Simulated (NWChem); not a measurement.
System: C₃H₃BFN; SMILES FB1C=CC=N1

```xyz
9

F      0.0402    -2.0690     0.0000
B      0.0089    -0.7509     0.0000
C      1.2506     0.2420     0.0000
C      0.6598     1.4467     0.0000
C     -0.8500     1.2398     0.0000
N     -1.2607     0.0247     0.0000
H      2.3209     0.0695     0.0000
H      1.1242     2.4299     0.0000
H     -1.5418     2.0883     0.0000
```
Atoms are numbered in this order, from 1.

Results from NWChem. The geometry was optimised at B3LYP/6-31G* (spherical d). Atomic charges in e: unrestrained fits to the electrostatic potential beside Mulliken populations; buried atoms are poorly determined by the fit.

Task: Predict the results for B3LYP/def2-SVP. Quantities: ESP F1; Mulliken F1; ESP B2; Mulliken B2; ESP C3; Mulliken C3; ESP C4; Mulliken C4; ESP C5; Mulliken C5; relative RMS misfit of the potential (%).

Result: 
| Quantity | Result |
|---|---|
| ESP F1 | -0.33 |
| Mulliken F1 | -0.06 |
| ESP B2 | 0.88 |
| Mulliken B2 | 0.12 |
| ESP C3 | -0.43 |
| Mulliken C3 | -0.01 |
| ESP C4 | -0.08 |
| Mulliken C4 | -0.05 |
| ESP C5 | 0.37 |
| Mulliken C5 | 0.07 |
| relative RMS misfit of the potential (%) | 26 |
